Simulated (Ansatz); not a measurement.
Te(SiH3)2 (Si₂TeH₆). Total charge 0; triplet. Geometry r2SCAN-D4/def2-SVP, that of the neutral singlet; atoms count from 1.

```xyz
9

Te   -1.4952   -0.8644    0.4228
Si   -0.1026   -0.6884   -1.6593
H     1.2795   -1.2010   -1.4209
H    -0.0181    0.7272   -2.1274
H    -0.7812   -1.5235   -2.6912
Si    0.0579    0.6625    1.6723
H    -0.4970    0.7924    3.0503
H     0.1205    2.0054    1.0217
H     1.4360    0.0900    1.7318
```

In the def2 sets Te takes a core potential; there is no spin–orbit coupling. At PBE0-D4/def2-TZVP a singlet of charge 0 lies 4.02 eV below the triplet at the same geometry.

Estimate the Mulliken populations from the PBE0/def2-TZVP orbitals of Ansatz.


```json
{"atom": "Te1", "charge (e)": "0.03", "spin (α − β)": "1.47"}
{"atom": "Si2", "charge (e)": "0.00", "spin (α − β)": "0.19"}
{"atom": "H3", "charge (e)": "0.00", "spin (α − β)": "0.04"}
{"atom": "H4", "charge (e)": "0.00", "spin (α − β)": "0.04"}
{"atom": "H5", "charge (e)": "0.00", "spin (α − β)": "0.00"}
{"atom": "Si6", "charge (e)": "0.00", "spin (α − β)": "0.19"}
{"atom": "H7", "charge (e)": "0.00", "spin (α − β)": "0.00"}
{"atom": "H8", "charge (e)": "0.00", "spin (α − β)": "0.04"}
{"atom": "H9", "charge (e)": "0.00", "spin (α − β)": "0.04"}
```
Mulliken values depend strongly on the basis.

Where does the spin sit?

Summed by element: Te 1.47, Si 0.39, H 0.14, of 2 unpaired in all. Largest on single atoms: Te1 1.47, Si2 0.19, Si6 0.19.

And the Mayer bond orders between heavy atoms (over 0.3)?

Te1–Si2 0.81 (2.51 Å); Te1–Si6 0.81 (2.51 Å).
